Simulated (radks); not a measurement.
Results of a calculation; reference values are marked as such.
Ionisation of C, [He] 2s2 2p2, to C+, [He] 2s2 2p1, under several functionals. Scalar-relativistic Kohn-Sham, spin-polarised, spherical densities, finite nucleus; open shells are filled with parallel spins first; a radial shooting solver on a logarithmic mesh with Libxc functionals.

functional                                        E(C) (hartree)  Exc (hartree)  IE (eV)  -e(HOMO) (eV)  <r> HOMO (bohr)  IE error (eV)
exchange-only r2SCAN                                   -37.68270       -5.01141   11.232          5.846            1.740         -0.028
exchange-only PBE                                      -37.66435       -4.98250   11.048          5.550            1.767         -0.212
LDA (Slater exchange, Perdew-Zunger correlation)       -37.48195       -4.78611   11.719          6.142            1.738         +0.459
exchange-only B88                                      -37.69851       -5.02117   11.052          5.542            1.757         -0.209
OLYP                                                   -37.85947       -5.19867   11.542          5.928            1.739         +0.282
BLYP                                                   -37.85970       -5.19219   11.555          5.919            1.741         +0.294
revPBE                                                 -37.85901       -5.19105   11.630          6.056            1.747         +0.370
AM05                                                   -37.55259       -4.86338   11.599          6.035            1.738         +0.339
Wu-Cohen GGA                                           -37.71933       -5.04357   11.666          6.090            1.739         +0.405
BP86                                                   -37.86022       -5.19140   11.727          6.150            1.740         +0.466

NIST Atomic Spectra Database: 11.260 eV (measured). Closest: exchange-only r2SCAN. The Delta-SCF values span 0.68 eV, the total energies 0.38 hartree. The highest occupied level is 2p. Open shells are spherical and high-spin; term and fine-structure splittings are not resolved.
